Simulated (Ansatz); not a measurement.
```yaml
atoms:
  - { symbol: S, position_ang: [0.0000, 0.0000, 0.0000] }
  - { symbol: F, position_ang: [1.5807, 0.0000, 0.0000] }
  - { symbol: F, position_ang: [-1.5807, 0.0000, 0.0000] }
  - { symbol: F, position_ang: [0.0000, 1.5807, 0.0000] }
  - { symbol: F, position_ang: [0.0000, -1.5807, 0.0000] }
  - { symbol: F, position_ang: [0.0000, 0.0000, 1.5807] }
  - { symbol: F, position_ang: [0.0000, 0.0000, -1.5807] }
```

Basis set: def2-TZVP (spherical functions). Frozen core: 11 orbitals. Charge 0, multiplicity 1.

Computed with Ansatz (development build ahead of 0.2.0); each method stands on the lowest determinant of its kind that the runs found. Restricted open shells among the atoms or ions are ROHF, correlated in semicanonical orbitals with singles.

The atomization energy at this shape (free ground-state atoms in the same class of orbitals less the molecule, no zero-point energy) of singlet SF₆:

| method | atomization energy |
| --- | --- |
| RHF-MP2 | 2073.9 kJ/mol |

(1) What does RHF give?

## Answers

(1) 1059.5 kJ/mol.
